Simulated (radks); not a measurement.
Species: the antimony ion Sb+. Configuration: [Kr] 4d10 5s2 5p2 (the NIST ground configuration).

Calculated with a radial shooting solver on a logarithmic mesh with Libxc functionals: Dirac Kohn-Sham, PBE, spin-unpolarised, spherical densities, finite nucleus; open shells fill j = l - 1/2 first; Fermi nuclear charge, rms radius 4.6802 fm.

Energy parts (Ry):
part                        energy
total                 -12966.08771
kinetic                13681.68039
electron-nucleus      -31455.23600
Hartree                 5148.22347
exchange-correlation    -340.75557

Orbitals (lengths in bohr, moments of r in powers of bohr):
| orbital | occ. | eigenvalue (Ry) | <r> |
|---|---|---|---|
| 1s1/2 | 2 | -2226.363 | 0.02842 |
| 2s1/2 | 2 | -339.1964 | 0.1222 |
| 2p1/2 | 2 | -317.3761 | 0.1033 |
| 2p3/2 | 4 | -298.8682 | 0.1087 |
| 3s1/2 | 2 | -66.98746 | 0.3302 |
| 3p1/2 | 2 | -58.06717 | 0.3208 |
| 3p3/2 | 4 | -54.65204 | 0.3321 |
| 3d3/2 | 4 | -38.90071 | 0.3033 |
| 3d5/2 | 6 | -38.19099 | 0.3069 |
| 4s1/2 | 2 | -11.52929 | 0.7908 |
| 4p1/2 | 2 | -8.51297 | 0.8325 |
| 4p3/2 | 4 | -7.88177 | 0.8616 |
| 4d3/2 | 4 | -3.11447 | 1.021 |
| 4d5/2 | 6 | -3.02299 | 1.035 |
| 5s1/2 | 2 | -1.49958 | 2.164 |
| 5p1/2 | 2 | -0.90516 | 2.613 |
| 5p3/2 | 0 | -0.85156 | 2.716 |

The highest occupied level is 5p1/2 at -12.315 eV. Summed over all electrons, <r^2> = 47.34 bohr^2, which gives a Langevin (diamagnetic) susceptibility term of -37.5 x 10^-6 cm^3/mol. The electron density at the nucleus is 2.089e+05 e/bohr^3.
